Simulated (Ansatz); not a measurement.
Computed with frozen-core CCSD(T)/cc-pVDZ // PBE0-D3(BJ)/def2-SVP (Ansatz, an electronic-structure program).

Ansatz 0.2 input:
```yaml
crystal:
  periodic: [false, false, false]
  atoms:
    - { symbol: C, position_ang: [-0.600258, 2.647928, -0.594064] }
    - { symbol: O, position_ang: [-0.899291, 1.294635, -0.850481] }
    - { symbol: Ge, position_ang: [-0.000462, 0.00722, -0.088827] }
    - { symbol: Cl, position_ang: [-0.071684, 0.257966, 2.053942] }
    - { symbol: O, position_ang: [1.66071, 0.056564, -0.621319] }
    - { symbol: C, position_ang: [2.626024, -0.82124, -0.088095] }
    - { symbol: O, position_ang: [-0.705607, -1.531537, -0.513739] }
    - { symbol: C, position_ang: [-2.013407, -1.873059, -0.114329] }
    - { symbol: H, position_ang: [0.394454, 2.927164, -0.98159] }
    - { symbol: H, position_ang: [-0.63518, 2.881241, 0.484636] }
    - { symbol: H, position_ang: [-1.35695, 3.261514, -1.104677] }
    - { symbol: H, position_ang: [2.41939, -1.870338, -0.360668] }
    - { symbol: H, position_ang: [2.686212, -0.7495, 1.012137] }
    - { symbol: H, position_ang: [3.603474, -0.539503, -0.506421] }
    - { symbol: H, position_ang: [-2.769603, -1.234696, -0.602446] }
    - { symbol: H, position_ang: [-2.143796, -1.798242, 0.979596] }
    - { symbol: H, position_ang: [-2.194035, -2.916122, -0.41297] }
basis:
  gaussian: { orbitals: cc-pVDZ }
correlation:
  method: ccsd_t
```

Output:

```
Functional definition: HF
1683 factors; integrals over basis functions are off by at most 1.2e-3 eV
mean field evaluation 1: about -78319.8541 eV, gradient 4.5e1 eV
mean field evaluation 2: about -78320.0547 eV, gradient 4.6e1 eV
mean field evaluation 4: about -78324.4915 eV, gradient 4.6e0 eV
mean field evaluation 8: about -78324.5528 eV, gradient 1.9e-1 eV
mean field evaluation 16: about -78323.1176 eV, gradient 2.5e1 eV
mean field -78324.55298163 eV, -2878.3742317861 hartree, gradient 2.1e-6 eV, S^2 0.000000; 0 other end points of the search recorded, 0 dependent functions left out
20 core orbitals not correlated
reference -78324.55298163 eV, -2878.3742317861 hartree; 30, 30 occupied and 124, 124 virtual orbitals, 1683 factors
second order -33.40858656 eV of doubles, -0.00000000 eV of singles
cycle   1  -34.22102959 eV  change   -8.1e-1 eV  update   1.3e-1
cycle   2  -35.07043062 eV  change   -8.5e-1 eV  update   3.9e-2
cycle   3  -35.29441455 eV  change   -2.2e-1 eV  update   2.0e-2
cycle   4  -35.28730866 eV  change    7.1e-3 eV  update   4.3e-3
cycle   5  -35.28597089 eV  change    1.3e-3 eV  update   1.9e-3
cycle   6  -35.28689311 eV  change   -9.2e-4 eV  update   6.0e-4
cycle   7  -35.28653959 eV  change    3.5e-4 eV  update   2.3e-4
cycle   8  -35.28641723 eV  change    1.2e-4 eV  update   6.5e-5
cycle   9  -35.28643268 eV  change   -1.5e-5 eV  update   2.4e-5
perturbative correction -0.94273743 eV, -0.0346449617 hartree
Total energy: -78360.78215174 eV, -2879.7056292308 hartree
```

Cost: about 7 core-minutes (a rough figure).
